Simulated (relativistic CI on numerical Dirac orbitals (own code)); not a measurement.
**Sensitivity of the levels of I14+ to α and to the nuclear radius**

These numbers are calculated, not measured: Dirac-Coulomb-Breit CI, orbitals from a KLI potential per configuration, derivatives by finite differences, unscaled Slater integrals, QED left out (own radial code, finite nucleus).

Configurations in the expansion (outside the closed core [Ar] 3d10): 4s²4p⁶4d³, 4s²4p⁵4d⁴, 4s²4p⁶4d²4f, 4s²4p⁶4d4f², 4s4p⁶4d⁴, 4s²4p⁶4d²5s, 4s²4p⁶4d²5p, 4p⁶4d⁵. Levels of other configurations are missing.

With x = (α/α₀)² − 1 an excitation energy changes as ω = ω₀ + qx; K = 2q/ω₀ is the relative enhancement. Terms are leading LS components, so labels can repeat. The field-shift factor is F = δν/δ⟨r²⟩ for the transition from the lowest level.

Lowest level 4s²4p⁶4d³ ⁴F3/2.

```tsv
Level	ω₀ (cm⁻¹)	q (cm⁻¹)	F (GHz/fm²)
4s²4p⁶4d³ ⁴F5/2	9580	12650	0.153
4s²4p⁶4d³ ⁴F7/2	18214	20070	0.244
4s²4p⁶4d³ ⁴F9/2	25023	22100	0.273
4s²4p⁶4d³ ⁴P3/2	27510	6976	0.00641
4s²4p⁶4d³ ⁴P1/2	30869	11730	0.03
4s²4p⁶4d³ ²G7/2	42155	21250	0.256
4s²4p⁶4d³ ⁴P5/2	42939	24220	0.147
4s²4p⁶4d³ ²H9/2	44518	22050	0.35
4s²4p⁶4d³ ²D3/2	49285	26020	0.191
4s²4p⁶4d³ ²P1/2	53295	27190	0.323
4s²4p⁶4d³ ²H11/2	60871	28160	0.494
4s²4p⁶4d³ ²D5/2	61458	31520	0.191
4s²4p⁶4d³ ²G9/2	66156	40920	0.548
```

At this charge energies of transitions that change n are usually good to better than 1 %, and those within a shell (Δn = 0) to a few per cent. Terms inside the open d or f shell come out 10 to 20 % too wide with unscaled integrals. Levels and lines within the n = 5 or 6 shells can be off by up to 10 % or somewhat more, and those that change n by about 2 %, since core polarisation is missing.

Which transition from the lowest level has the largest |K|?

4s²4p⁶4d³ ⁴F5/2 at 9580 cm⁻¹, K = 2.64.
